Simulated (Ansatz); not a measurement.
Consider the homolysis of the N–Si bond: `[SiH3]N[SiH2]Cl` → `[NH][SiH2]Cl`• + `[SiH3]`•.

Computed with Ansatz on PBE0-D4/def2-TZVP structures; ΔE is electronic, products minus reactants. CCSD(T)/CBS is the MP2 limit (def2-TZVPP, def2-QZVPP) plus CCSD(T) − MP2 in def2-TZVPP, frozen cores. This one scheme is used for every species. DFT in def2-TZVPP. B3LYP here is the variant with VWN-RPA as its local correlation; programs differ in this. Open shells (•) are unrestricted, without spin–orbit coupling. Each species was taken in one conformer, which may not be the lowest.

`[SiH3]N[SiH2]Cl`:

Cartesian coordinates in Å:
```
Si -1.116 0.303 1.069
N 0.032 0.642 -0.184
Si 0.943 -0.482 -1.092
Cl 2.675 -1.083 -0.143
H -1.408 -1.150 0.996
H -0.592 0.637 2.420
H -2.363 1.086 0.859
H 0.325 1.606 -0.270
H 0.133 -1.701 -1.291
H 1.371 0.143 -2.363
```

`[NH][SiH2]Cl`•:

Z-matrix (Å, degrees):
```
Si
Cl 1 2.043
N 1 1.739 2 109.2
H 1 1.485 2 108.0 3 119.8
H 1 1.485 2 108.0 3 -119.8
H 3 1.023 1 112.4 2 -180.0
```

`[SiH3]`•:

Z-matrix (Å, degrees):
```
Si
H 1 1.486
H 1 1.486 2 111.3
H 1 1.486 2 111.3 3 124.6
```

```tsv
level	ΔE (kJ/mol)
PBE0-D4	464.6
B3LYP-D4	463.2
MP2/def2-SVP	485.3
CCSD/def2-TZVPP	465.8
```

Question: What does CCSD(T)/CBS give? (Best estimate.)

Answer: Computed: +490.0 kJ/mol. The listed levels differ from it by -25.4, -26.8, -4.7, -24.2 kJ/mol.

Question: What do rigid-rotor, harmonic-oscillator terms from PBE0-D4/def2-TZVP frequencies (298.15 K, 1 bar) make of the CCSD(T)/CBS value? (Estimate.)

Answer: The calculation gave: ΔZPE = -23.3 kJ/mol, ΔH = +471.2 kJ/mol, ΔS = 161 J/(mol·K), ΔG = +423.2 kJ/mol. Open shells count their whole term as degenerate. Modes under 50 cm⁻¹ make the entropy rough.

Largest T1 diagnostic among the species: 0.015.

The D4 term adds +15.3 kJ/mol with B3LYP and +8.4 kJ/mol with PBE0; it sums over pairs of atoms, weighted by their polarisabilities, and B3LYP, whose exchange is more repulsive, gets the larger term. In def2-TZVPP, CCSD(T) changes the Hartree–Fock value by +111.9 kJ/mol (the triples alone add +8.8 kJ/mol) and MP2 by +141.9 kJ/mol; breaking electron pairs costs correlation energy, which Hartree–Fock lacks. From PBE to PBE0 (25 % exact exchange), in def2-TZVPP and without D4, ΔE moves by +6.1 kJ/mol.
